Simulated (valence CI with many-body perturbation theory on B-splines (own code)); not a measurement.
**Yb64+: calculated level list**

Method: configuration interaction combined with many-body perturbation theory (CI+MBPT): four valence electrons over a frozen Dirac-Fock core [He], radial functions for each j: 11 s, 11 p, 9 d, 7 f, 5 g, 2 h, 1 i, with the one-electron correlation potential Σ1, the two-electron term Σ2, the three-electron term Σ3, Breit, model QED; selected CI, second order for the rest (own B-spline code, finite nucleus).

The last digits are not significant, and no measured levels were compared; by estimate large intervals hold to a few tenths of a per cent, small ones and those within an open d or f shell to about a per cent. Among the levels kept, up to 300 cm⁻¹ of a level comes from second order outside the variational space, and about a tenth of that is noise between levels of different J, which matters for small intervals.

Levels 91 to 114 of 114, with energies above the lowest level, (2s^2 2p1/2^2) J=0. "Leading %" is the weight of the configuration and term that name the level; weights of strongly mixed levels are sums over their largest components and can fall short. In the jj column 3d3/2^4 stands for four electrons in 3d with j = 3/2.

| No. | Configuration | Term | J | E (eV) | Leading % | Leading jj | g |
| --- | --- | --- | --- | --- | --- | --- | --- |
| 91 | 2s.2p2.3d | 3G | 4 | 10977 | 34 | 2s 2p1/2 2p3/2 3d3/2 (96 %) | 1.141 |
| 92 | 2s.2p2.3d | 3D | 3 | 10985 | 32 | 2s 2p1/2 2p3/2 3d3/2 (97 %) | 1.249 |
| 93 | 2s.2p2.3p | 3P° | 0 | 10987 | 80 | 2s 2p1/2 2p3/2 3p3/2 (100 %) |  |
| 94 | 2s.2p2.3p | 1D° | 2 | 10990 | 41 | 2s 2p1/2 2p3/2 3p3/2 (99 %) | 1.090 |
| 95 | 2s.2p2.3p | 3P° | 1 | 10991 | 32 | 2s 2p1/2 2p3/2 3p3/2 (98 %) | 1.366 |
| 96 | 2s.2p2.3d | 3D | 2 | 10994 | 33 | 2s 2p1/2 2p3/2 3d3/2 (97 %) | 1.317 |
| 97 | 2s.2p2.3p | 3P° | 1 | 10997 | 50 | 2s 2p1/2 2p3/2 3p3/2 (99 %) | 1.190 |
| 98 | 2s.2p2.3d | 3P | 1 | 11003 | 31 | 2s 2p1/2 2p3/2 3d3/2 (96 %) | 1.774 |
| 99 | 2s.2p2.3d | 5D | 4 | 11015 | 46 | 2s 2p1/2 2p3/2 3d5/2 (99 %) | 1.371 |
| 100 | 2s.2p2.3d | 3F | 2 | 11031 | 57 | 2s 2p1/2 2p3/2 3d3/2 (51 %) | 0.992 |
| 101 | 2s.2p2.3d | 1P | 1 | 11041 | 26 | 2s 2p1/2 2p3/2 3d3/2 (68 %) | 0.823 |
| 102 | 2s.2p2.3d | 3G | 3 | 11043 | 44 | 2s 2p1/2 2p3/2 3d3/2 (81 %) | 0.963 |
| 103 | 2s.2p2.3d | 3P | 2 | 11045 | 43 | 2s 2p1/2 2p3/2 3d5/2 (58 %) | 1.178 |
| 104 | 2s.2p2.3d | 3F | 3 | 11046 | 43 | 2s 2p1/2 2p3/2 3d5/2 (78 %) | 1.210 |
| 105 | 2s.2p2.3d | 3G | 5 | 11054 | 62 | 2s 2p1/2 2p3/2 3d5/2 (100 %) | 1.251 |
| 106 | 2s.2p2.3d | 3D | 1 | 11060 | 67 | 2s 2p1/2 2p3/2 3d3/2 (71 %) | 0.857 |
| 107 | 2s.2p2.3d | 3F | 2 | 11068 | 32 | 2s 2p1/2 2p3/2 3d3/2 (94 %) | 1.005 |
| 108 | 2s.2p2.3d | 3D | 1 | 11072 | 61 | 2s 2p1/2 2p3/2 3d5/2 (51 %) | 0.848 |
| 109 | 2s.2p2.3d | 3P | 0 | 11076 | 87 | 2s 2p1/2 2p3/2 3d3/2 (95 %) |  |
| 110 | 2s.2p2.3d | 3D | 3 | 11078 | 60 | 2s 2p1/2 2p3/2 3d5/2 (98 %) | 1.253 |
| 111 | 2s.2p2.3d | 3F | 4 | 11083 | 58 | 2s 2p1/2 2p3/2 3d5/2 (97 %) | 1.200 |
| 112 | 2s.2p2.3d | 1D | 2 | 11090 | 46 | 2s 2p1/2 2p3/2 3d5/2 (88 %) | 1.106 |
| 113 | 2s.2p2.3d | 1P | 1 | 11101 | 53 | 2s 2p1/2 2p3/2 3d5/2 (88 %) | 1.039 |
| 114 | 2s.2p2.3d | 1S | 0 | 11106 | 50 | 2s 2p1/2 2p3/2 3d5/2 (94 %) |  |

Where two levels of one J and parity lie close, their mixing, g and order are uncertain.
